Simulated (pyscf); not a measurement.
Structures and frequencies: ωB97X-D3(BJ)/def2-SVP in PySCF.

SMILES: [SiH3][SiH2][SiH]([SiH3])Cl
```xyz
14

Si     1.4108    -1.3515    -0.2841
Si     0.5763     0.1257     1.3205
Si     0.3287     2.1355     0.1704
Si    -1.5534     2.0699    -1.2000
Cl     1.9741     2.2264    -1.1202
H      1.3127    -2.7630     0.1916
H      0.6097    -1.2064    -1.5343
H      2.8367    -1.0264    -0.5648
H      1.5169     0.2618     2.4714
H     -0.7567    -0.3223     1.8276
H      0.3510     3.3516     1.0304
H     -1.5847     3.2588    -2.0988
H     -2.7895     2.0442    -0.3624
H     -1.4956     0.8265    -2.0214
```
Charge 0, spin multiplicity 1.

Q: How much does it cost (ΔH, 298 K, ωB97M-D3(BJ)/def2-TZVP) to split `[SiH3][SiH2][SiH]([SiH3])[Cl]` at its Si–Si bond into •H₂Si–SiH₃ + H₃Si–SiH•–Cl?

A: Si–Si to •H₂Si–SiH₃ + H₃Si–SiH•–Cl: 72.6 kcal/mol. The 7 functionals that were run give +65.8 (r²SCAN) to +77.3 kcal/mol (ωB97X-D3(BJ)). Other isomers of •H₂Si–SiH₃, H₃Si–SiH•–Cl were not searched in full and may lie lower.
